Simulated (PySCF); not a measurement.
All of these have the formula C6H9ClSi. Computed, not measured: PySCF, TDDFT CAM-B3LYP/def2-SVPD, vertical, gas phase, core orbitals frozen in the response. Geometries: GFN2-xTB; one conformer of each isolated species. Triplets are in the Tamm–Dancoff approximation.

A. `C=C(C#C[SiH2]C)CCl`
B. `[C@@H]1(/C=C\Cl)[SiH2]C=C1C`
C. `C=C=C(C)[Si@H](Cl)C=C`
D. `C1C([Si@H](CC1)Cl)=C=C`

Lowest singlet levels (six at most, fewer where fewer were computed) with oscillator strengths:

1. 5.34 eV (f 0.001); 6.02 eV (f 0.002); 6.40 eV (f 0.126); 6.92 eV (f 0.118); 7.13 eV (f 0.029); 7.21 eV (f 0.078); T1 4.30 eV
2. 5.72 eV (f 0.003); 6.01 eV (f 0.001); 6.37 eV (f 0.016); 6.75 eV (f 0.090); 6.83 eV (f 0.112); 7.04 eV (f 0.131); T1 4.29 eV
3. 5.19 eV (f 0.000); 5.33 eV (f 0.302); 5.88 eV (f 0.000); 6.49 eV (f 0.026); 6.57 eV (f 0.013); 6.82 eV (f 0.035); T1 3.35 eV
4. 5.92 eV (f 0.199); 6.12 eV (f 0.038); 6.36 eV (f 0.084); 6.51 eV (f 0.015); 6.56 eV (f 0.111); 6.72 eV (f 0.072); T1 3.99 eV

Problem. Match each spectrum to its molecule.

Solution. 1 = D, 2 = C, 3 = A, 4 = B.
- A: S1 at 5.19 eV, HOMO-1→LUMO (89%); Löwdin shares by element: HOMO carbon 84% or more (atoms not listed hold the other 16%); LUMO carbon 70% or more (atoms not listed hold the other 30%); HOMO -8.48 and LUMO -0.35 eV.
- B: S1 at 5.92 eV, HOMO→LUMO (76%), HOMO→LUMO+1 (14%); Löwdin shares by element: HOMO carbon 59% or more, chlorine 19% (atoms not listed hold the other 22%); LUMO carbon 28% or more, silicon 24%, hydrogen 7% or more (atoms not listed hold the other 41%); HOMO -7.97 and LUMO 0.73 eV.
- C: S1 at 5.72 eV, HOMO→LUMO+1 (71%); Löwdin shares by element: HOMO carbon 70% or more, silicon 6% (atoms not listed hold the other 24%); LUMO carbon 57% or more, silicon 12%, chlorine 6% (atoms not listed hold the other 24%); HOMO -8.81 and LUMO 0.35 eV.
- D: S1 at 5.34 eV, HOMO→LUMO (81%); Löwdin shares by element: HOMO carbon 66% or more, silicon 8% (atoms not listed hold the other 27%); LUMO carbon 37% or more, silicon 15%, chlorine 10% (atoms not listed hold the other 38%); HOMO -8.52 and LUMO 0.58 eV.
A and D have S1 within 0.15 eV of each other; their strongest listed levels stand at 5.33 eV (f 0.302) and 6.40 eV (f 0.126).
